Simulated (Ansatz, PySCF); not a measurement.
ethylene (C$_{2}$H$_{4}$), singlet, at a GFN2-xTB geometry. Base run: PySCF with CASSCF(2,3)/STO-3G.

Input for PySCF:
```python
from pyscf import gto, scf, mcscf
import numpy

mol = gto.Mole()
mol.atom = '''
    C    -0.01328681   -0.00656652    0.65800535
    C     0.01328681    0.00656652   -0.65800535
    H    -0.02089650    0.90169144    1.23822259
    H    -0.02873771   -0.92622134    1.21982272
    H     0.02873771    0.92622134   -1.21982272
    H     0.02089650   -0.90169144   -1.23822259
'''
mol.basis = 'sto-3g'
mol.verbose = 4
mol.build()

mf = scf.RHF(mol)
mf.kernel()
mc = mcscf.CASSCF(mf, 3, 2)
mc.fix_spin_(ss=0.0)
mc.kernel()
occ = numpy.linalg.eigvalsh(mc.fcisolver.make_rdm1(mc.ci, mc.ncas, mc.nelecas))[::-1]
ss = mc.fcisolver.spin_square(mc.ci, mc.ncas, mc.nelecas)[0]
print('natural occupations', occ.round(4), ' <S^2>', round(ss, 4))
```

Programs used: Ansatz (a quantum-chemistry and plane-wave program), PySCF; a row that names a program was run with it.

Each row names what was changed in the base input (with any setting that the change needs).

```json
[
 {"change": "base", "ΔE vs base (mEh)": "0.000", "natural occupations": "1.88 0.12 0.00", "<S^2> of the state": "0.00", "outcome": "converged"},
 {"change": "state_average = 2 states", "ΔE vs base (mEh)": "0.072", "natural occupations": "-", "<S^2> of the state": "-", "outcome": "converged"},
 {"change": "start = MP2 natural orbitals", "ΔE vs base (mEh)": "-0.464", "natural occupations": "1.89 0.11 0.00", "<S^2> of the state": "0.00", "outcome": "converged"},
 {"change": "solver = newton", "ΔE vs base (mEh)": "0.000", "natural occupations": "1.88 0.12 0.00", "<S^2> of the state": "0.00", "outcome": "converged"},
 {"change": "active space = 6 electrons, 4 orbitals", "ΔE vs base (mEh)": "-", "natural occupations": "-", "<S^2> of the state": "-", "outcome": "not converged"},
 {"change": "active space = 6 electrons, 7 orbitals", "ΔE vs base (mEh)": "-46.744", "natural occupations": "1.98 1.98 1.89 0.11 0.02 0.02 0.00", "<S^2> of the state": "0.00", "outcome": "converged"},
 {"change": "fix_spin_ = off", "ΔE vs base (mEh)": "0.000", "natural occupations": "1.88 0.12 0.00", "<S^2> of the state": "0.00", "outcome": "converged"},
 {"change": "active space = 8 electrons, 8 orbitals", "ΔE vs base (mEh)": "-65.559", "natural occupations": "1.98 1.98 1.98 1.89 0.11 0.02 0.02 0.02", "<S^2> of the state": "0.00", "outcome": "converged"},
 {"change": "code = ansatz; correction = SC-NEVPT2, all electrons", "ΔE vs base (mEh)": "-87.803", "natural occupations": "-", "<S^2> of the state": "-", "outcome": "converged"},
 {"change": "conv_tol = 1e-5", "ΔE vs base (mEh)": "0.000", "natural occupations": "1.88 0.12 0.00", "<S^2> of the state": "0.00", "outcome": "converged"},
 {"change": "orbitals = fixed (CASCI); correction = SC-NEVPT2", "ΔE vs base (mEh)": "-87.054", "natural occupations": "1.88 0.12 0.00", "<S^2> of the state": "0.00", "outcome": "converged"}
]
```

Active orbitals are taken around the Fermi level unless the row says otherwise; CASSCF can end in different local minima, and two programs can end on different orbitals. State-averaged rows give the lowest state.
